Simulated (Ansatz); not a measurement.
Geometry optimisation, DFT PBE, scalar-relativistic, plane waves, PAW (Ansatz 0.2.0).

Input:

```yaml
crystal:
  lattice:
    - [0.0, 5.43, 5.43]
    - [5.43, 0.0, 5.43]
    - [5.43, 5.43, 0.0]
  atoms:
    - { symbol: Si, position: [0.0, 0.0, 0.0] }
    - { symbol: Si, position: [0.125, 0.125, 0.125] }
    - { symbol: Si, position: [0.0, 0.0, 0.5] }
    - { symbol: Si, position: [0.125, 0.125, 0.625] }
    - { symbol: Si, position: [0.0, 0.5, 0.0] }
    - { symbol: Si, position: [0.125, 0.625, 0.125] }
    - { symbol: Si, position: [0.0, 0.5, 0.5] }
    - { symbol: Si, position: [0.125, 0.625, 0.625] }
    - { symbol: Si, position: [0.5, 0.0, 0.0] }
    - { symbol: Si, position: [0.625, 0.125, 0.125] }
    - { symbol: Si, position: [0.5, 0.0, 0.5] }
    - { symbol: Si, position: [0.625, 0.125, 0.625] }
    - { symbol: Si, position: [0.5, 0.5, 0.0] }
    - { symbol: Si, position: [0.625, 0.625, 0.125] }
    - { symbol: Si, position: [0.5, 0.5, 0.5] }
    - { symbol: Si, position: [0.625, 0.625, 0.625] }
    - { symbol: B, position: [0.7520062, 0.2590152, 0.7439348], spin: 1.0 }
magnetization:
  spin_polarized: true
basis:
  ecutwfc: 420.0
kpoints:
  mp_grid: { grid: [2, 2, 2] }
hamiltonian:
  xc: pbe
scf:
  occupations: { method: fermi_dirac, width: 0.02 }
  lower_state_search: "off"
relax:
  f_tol: 0.08
  max_steps: 25
  adjacent_minimum: "off"
```

Launched with:

```bash
$ ansatz run input.yaml --threads 1 --pin off --max-ram 3072MiB --backend cpu --events-out ev --progress --plain --runs-dir out
```

Problem. Where does it end, and by what steps?

Solution. The forces met the threshold. The threshold is loose, so the end isn't yet a minimum. Limits of this set-up: coarse k mesh. After 2 steps the energy has fallen by 0.083 eV; Si10 moved furthest, 0.06 Å.

| step | energy less start (eV) | largest force component (eV/Å) | accepted |
| --- | --- | --- | --- |
| 0 | 0.0000 | 0.382 | yes |
| 1 | -0.0675 | 0.155 | yes |
| 2 | -0.0834 | 0.033 | yes |

```xyz
17
Lattice="0.0000 5.4300 5.4300 5.4300 0.0000 5.4300 5.4300 5.4300 0.0000" Properties=species:S:1:pos:R:3
Si -0.003 0.028 -0.005
Si 1.348 1.367 1.349
Si 2.686 2.718 -0.005
Si 4.101 4.044 1.326
Si 2.713 0.003 2.706
Si 4.073 1.361 4.072
Si 5.431 2.715 2.740
Si 6.785 4.072 4.071
Si -0.002 2.717 2.689
Si 1.320 4.036 4.110
Si 2.721 5.422 2.738
Si 4.108 6.824 4.109
Si 2.742 2.713 5.428
Si 4.078 4.067 6.781
Si 5.432 5.403 5.428
Si 6.767 6.809 6.764
B 5.444 8.124 5.490
```

Whether the end is a true minimum wasn't checked by a vibrational analysis.

Time of the run: 45 s on 1 thread of Intel(R) Xeon(R) Platinum 8259CL CPU @ 2.50GHz (Skylake/Cascade Lake), on a shared host, peak memory 0.73 GiB.
